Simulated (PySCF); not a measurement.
Record of a relaxation.

CH2ClF3Si.
Bonds: F1–C2, C2–F3, C2–F4, C2–Si5, Si5–Cl6. Hydrogens: H7, H8 on Si5.

Computed by this run: PySCF 2.14.0, PBE0-D3(BJ)/def2-SVP geometry optimisation, gas phase; density fitting, grid level 1; the optimiser is geomeTRIC in internal coordinates, started from a GFN2-xTB structure with every atom displaced at random (about 0.01 Å). The frame can shift and turn from step to step; on so coarse a grid that alone can change the energy by a few meV, and forces under 0.02 eV/Å are noise.

Step 0: E = -29591.8385 eV, largest atomic force 1.926 eV/Å
```
atom  x, y, z in Å  |  force x, y, z in eV/Å
F1      1.568    0.129   -1.101   -0.616   0.213   0.055
C2      0.935   -0.019    0.084    1.379  -0.303  -0.178
F3      1.352    0.988    0.865   -0.340   0.073  -0.018
F4      1.489   -1.143    0.605   -0.789   0.154   0.083
Si5    -1.012   -0.099   -0.062    1.740  -0.573   0.595
Cl6    -1.592    1.641   -0.840   -0.536   1.075  -0.511
H7     -1.247   -1.237   -0.919   -0.404  -0.581  -0.525
H8     -1.438   -0.279    1.316   -0.434  -0.058   0.499
```

Step 1: E = -29591.9546 eV, largest atomic force 0.856 eV/Å
```
atom  x, y, z in Å  |  force x, y, z in eV/Å
F1      1.296    0.042   -1.338    0.297   0.023  -0.098
C2      0.991   -0.101   -0.045   -0.837  -0.034  -0.177
F3      1.725    0.748    0.656    0.230   0.099   0.159
F4      1.313   -1.352    0.317    0.364  -0.137   0.114
Si5    -0.927    0.029    0.146   -0.082   0.101  -0.345
Cl6    -1.579    1.840   -0.598    0.072  -0.102   0.147
H7     -1.414   -1.062   -0.741   -0.080   0.033   0.108
H8     -1.344   -0.139    1.556    0.036   0.017   0.092
```

Step 2: E = -29591.9823 eV, largest atomic force 0.329 eV/Å
```
atom  x, y, z in Å  |  force x, y, z in eV/Å
F1      1.343    0.040   -1.340   -0.041  -0.039  -0.018
C2      0.981   -0.110   -0.059    0.088  -0.159  -0.158
F3      1.701    0.748    0.656   -0.063   0.259   0.192
F4      1.356   -1.344    0.324   -0.071  -0.062  -0.031
Si5    -0.940    0.021    0.127   -0.007   0.069  -0.104
Cl6    -1.578    1.850   -0.571    0.072  -0.078   0.072
H7     -1.479   -1.061   -0.735   -0.034   0.010   0.031
H8     -1.323   -0.139    1.552    0.057   0.000   0.016
```

Step 3: E = -29591.9932 eV, largest atomic force 0.221 eV/Å
```
atom  x, y, z in Å  |  force x, y, z in eV/Å
F1      1.361    0.036   -1.347   -0.020  -0.024   0.123
C2      0.977   -0.116   -0.071    0.142  -0.129  -0.109
F3      1.656    0.767    0.664   -0.077   0.044  -0.001
F4      1.366   -1.345    0.323   -0.064   0.106  -0.061
Si5    -0.941    0.011    0.112   -0.005   0.035   0.077
Cl6    -1.555    1.858   -0.546    0.021  -0.018   0.002
H7     -1.521   -1.061   -0.732   -0.019   0.001  -0.017
H8     -1.282   -0.146    1.549    0.022  -0.016  -0.013
```

Step 4: E = -29591.9954 eV, largest atomic force 0.108 eV/Å
```
atom  x, y, z in Å  |  force x, y, z in eV/Å
F1      1.370    0.036   -1.350   -0.012   0.000   0.042
C2      0.974   -0.119   -0.081    0.058  -0.058  -0.070
F3      1.629    0.778    0.661   -0.011   0.011   0.004
F4      1.373   -1.341    0.317   -0.017   0.048  -0.009
Si5    -0.941    0.005    0.111    0.000  -0.005   0.067
Cl6    -1.542    1.860   -0.528   -0.010   0.016  -0.015
H7     -1.545   -1.058   -0.729   -0.007   0.005  -0.015
H8     -1.257   -0.158    1.552    0.000  -0.017  -0.005
```

Step 5: E = -29591.9956 eV, largest atomic force 0.026 eV/Å
```
atom  x, y, z in Å  |  force x, y, z in eV/Å
F1      1.369    0.039   -1.355   -0.004   0.001   0.011
C2      0.975   -0.119   -0.087   -0.013  -0.011  -0.020
F3      1.623    0.783    0.656    0.014   0.008   0.000
F4      1.379   -1.337    0.312    0.006   0.006  -0.002
Si5    -0.941    0.003    0.115    0.008  -0.014   0.021
Cl6    -1.543    1.859   -0.517   -0.010   0.015  -0.004
H7     -1.552   -1.055   -0.728   -0.001   0.004  -0.006
H8     -1.249   -0.169    1.557   -0.001  -0.010   0.000
```

Task: Summarise the path.

Result: The energy falls by 0.1571 eV from step 0 to step 5; nine tenths of that is first reached at step 2. It falls at every step. The largest force goes from 1.926 to 0.026 eV/Å. Among the bonds Si5–Cl6 changes most, from 1.991 to 2.052 Å; the atoms move by 0.046 Å rms after alignment.

Task: Follow the three bonds and two angles with the largest change from start to end.

Result: 
```
step  E above end (eV)  largest force (eV/Å)  Si5–Cl6 (Å)  Si5–H7 (Å)  Si5–H8 (Å)  F4–C2–Si5 (°)  C2–Si5–H8 (°)
   0            0.1571                 1.926        1.991       1.444       1.454          113.7          103.0
   1            0.0411                 0.856        2.064       1.488       1.480          105.9          111.5
   2            0.0133                 0.329        2.059       1.485       1.484          108.1          109.9
   3            0.0024                 0.221        2.054       1.483       1.485          108.6          108.2
   4            0.0002                 0.108        2.052       1.484       1.485          108.9          107.5
   5            0.0000                 0.026        2.052       1.484       1.484          108.9          107.5
```

The cost below is that of the whole optimisation. The run took 24 s of wall time on Arm Neoverse V1, one thread, shared host with 32 logical CPUs at a one-minute load of 30, and the process peaked at 0.42 GiB of memory.
